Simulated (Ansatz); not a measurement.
`[SiH3]C#C[O][GeH3]`, charge 0, multiplicity 1.

Problem. Give a relaxed structure at PBE0-D4/def2-TZVP (the Gaussian-basis code of Ansatz). (Best estimate.)

Solution. Ansatz gave: 
Cartesian coordinates in Å:
```
Si -2.3569 -0.0144 1.3410
C -0.7583 -0.4048 0.6062
C 0.3171 -0.6853 0.1208
O 1.4509 -0.9943 -0.3849
Ge 2.3051 0.2524 -1.4175
H -2.5296 1.4592 1.4384
H -2.4575 -0.5924 2.7064
H -3.4661 -0.5611 0.5159
H 2.5435 1.4670 -0.5173
H 3.5832 -0.4808 -1.8192
H 1.3687 0.5546 -2.5899
```
This is one stationary point; other conformers may exist.
